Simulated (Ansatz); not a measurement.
This geometry of AlBrH6N2O (11 atoms, charge 0, multiplicity 1) is a first-order saddle point.

The calculation used Ansatz 0.2.0, RKS PBE/def2-SVP.

```xyz
11
Properties=species:S:1:pos:R:3
Al -0.204 0.608 0.023
N -0.192 0.026 1.971
H -0.845 -0.716 2.256
H 0.773 -0.320 2.099
O 1.456 0.095 -0.171
H 1.952 0.247 -0.989
N -1.566 -0.299 -0.758
H -2.310 -0.747 -0.216
H -1.992 0.060 -1.619
Br -0.449 2.921 0.275
H -0.329 0.840 2.587
```

(1) Which two structures does it join? (They come from a converged band through this point; their orientation in space is the band's.)

(2) How far does it lie above each of them?

Results:

(1) No bond is made or broken.  The two ends are copies of one structure, up to a mirror image or an exchange of like atoms.

First end point:

```xyz
11
Properties=species:S:1:pos:R:3
Al -0.228 0.609 0.069
N -0.114 0.061 2.028
H -0.857 -0.601 2.292
H 0.804 -0.385 2.180
O 1.390 0.035 -0.260
H 1.794 0.223 -1.122
N -1.672 -0.228 -0.620
H -2.488 0.297 -0.946
H -1.593 -1.089 -1.166
Br -0.560 2.902 0.366
H -0.180 0.889 2.638
```

Last end point:

```xyz
11
Properties=species:S:1:pos:R:3
Al -0.226 0.610 0.068
N -0.114 0.061 2.028
H -0.850 -0.613 2.279
H 0.808 -0.372 2.188
O 1.392 0.036 -0.263
H 1.795 0.216 -1.127
N -1.676 -0.227 -0.612
H -1.596 -1.088 -1.159
H -2.485 0.302 -0.946
Br -0.553 2.903 0.362
H -0.200 0.886 2.639
```

(2) 0.178 eV above the first and 0.179 eV above the second. This is the barrier of this one path; another mechanism may lie lower.

The run took 2.3 min on 4 threads of Arm Neoverse V1, with other jobs on the host, peak memory 0.19 GiB.
